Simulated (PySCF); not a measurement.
**Polarisability and C₆ of Eu⁺ (europium, charge +1)**

[Xe] 4f7 6s1, high-spin 9S determinant. Calculation: PySCF 2.14, in ANO-RCC-VTZP; the spin-free X2C one-electron Hamiltonian (Gaussian nucleus). Coupled (time-dependent) response in atomic units; α is the mean over directions. The basis has no added diffuse functions, which lowers α and C₆.

```tsv
method	mean α (bohr³)	C₆ (like pair)	S(−4)
UHF	113.3	1111	10590
```

S(−4) is the Cauchy moment in α(ω) = α(0) + S(−4) ω² + …

α(iu) at UHF:

```json
{"u (hartree)": "0", "α(iu) (bohr³)": "113.3"}
{"u (hartree)": "0.0500", "α(iu) (bohr³)": "92.19"}
{"u (hartree)": "0.100", "α(iu) (bohr³)": "60.58"}
{"u (hartree)": "0.200", "α(iu) (bohr³)": "28.70"}
{"u (hartree)": "0.300", "α(iu) (bohr³)": "17.66"}
{"u (hartree)": "0.500", "α(iu) (bohr³)": "10.15"}
{"u (hartree)": "0.750", "α(iu) (bohr³)": "6.817"}
{"u (hartree)": "1.00", "α(iu) (bohr³)": "5.106"}
{"u (hartree)": "1.50", "α(iu) (bohr³)": "3.263"}
{"u (hartree)": "2.00", "α(iu) (bohr³)": "2.301"}
{"u (hartree)": "3.00", "α(iu) (bohr³)": "1.351"}
{"u (hartree)": "5.00", "α(iu) (bohr³)": "0.6501"}
```

A single London oscillator, α(iu) = α/(1 + u²/ω²), gives C₆ = (3/4) ω α². Matching the computed C₆ needs ω = 4 × 1111 / (3 × 113.3²) = 0.115 hartree.

For an ion, C₆ is the dispersion term alone; charge-induced terms of lower order in 1/R come first.

Spin-orbit coupling, which splits the p, d and f shells strongly at this Z, is absent.
